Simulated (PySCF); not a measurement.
Mapped SMILES: `[CH2:1]=[CH:2][c:3]1[cH:4][cH:5][c:6]([F:7])[cH:8][cH:9]1`; H(Xn) means a hydrogen on atom n. Ha(C1) is cis to C3; Hb(C1) is trans to C3.

[PySCF 2.14.0 with density-fitted response routines: B97-2/pcSseg-2 with gauge-including orbitals; geometry: PBE0-D3(BJ)/def2-TZVP; no relativistic terms; one conformer; in vacuum; one averaged value for each set of equivalent atoms]

References, each an isolated molecule treated in the same way: TMS for $^{13}$C (σref 185.38), $^{1}$H (σref 31.64); $^{19}$F (σref 175.98) vs CFCl3.

```csv
atoms,nucleus,count,δ (ppm)
H(C5)/H(C8),$^{1}$H,2,7.21
C3,$^{13}$C,1,139.6
C6,$^{13}$C,1,173.2
C1,$^{13}$C,1,117.7
C5/C8,$^{13}$C,2,121.4
Ha(C1),$^{1}$H,1,6.10
F7,$^{19}$F,1,-115.9
C2,$^{13}$C,1,?
C4/C9,$^{13}$C,2,?
H(C4)/H(C9),$^{1}$H,2,7.72
H(C2),$^{1}$H,1,?
Hb(C1),$^{1}$H,1,?
```

**Question.** Fill in the missing shifts.

**Answer.** 
- C2: 145.6 ppm, alkene CH; an sp2 carbon of a C=C bond
- C4/C9: 135.0 ppm, aromatic CH; the aromatic region
- H(C2): 6.96 ppm, hydrogen on an alkene CH; attached to an sp2 carbon and in the plane of the double bond
- Hb(C1): 5.42 ppm, hydrogen on a terminal =CH2 carbon; olefinic region

Shifts are as computed. Against solution values, carbons near 30 ppm lie about +3 ppm off and those near 130 ppm about +7 ppm. Of 1309 compounds with measured shifts, 239 miss one by over three times the rms of a fit or turn the order of signals round; such compounds aren't used in these exercises. Unscaled 19F shifts against computed CFCl3 carry errors that often reach 10 to 50 ppm.
